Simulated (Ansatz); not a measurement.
A run of Ansatz (development build ahead of 0.2.0) on singlet Cu(+) at this shape:

A single Cu atom.

Its results:

| Item | Value |
| --- | --- |
| Converged | yes |
| Reference energy | -1638.72590 hartree |
| Correlation energy | -0.62427 hartree |
| Total energy | -1639.35017 hartree |
| Spin squared of the determinant | 0.000 |

Problem. Which input gives this output? Name the method, the orbitals and the basis set, and write the input.

Solution. RHF-MP2 in cc-pVDZ. An unrestricted run that stays on the closed shell gives the same numbers.

```yaml
crystal:
  periodic: [false, false, false]
  atoms:
    - { symbol: Cu, position_ang: [0.0, 0.0, 0.0] }
basis:
  gaussian: { orbitals: cc-pVDZ }
total_charge: 1
hamiltonian:
  xc: hf
correlation:
  method: mp2
  frozen_orbitals: { Cu: 5 }
```
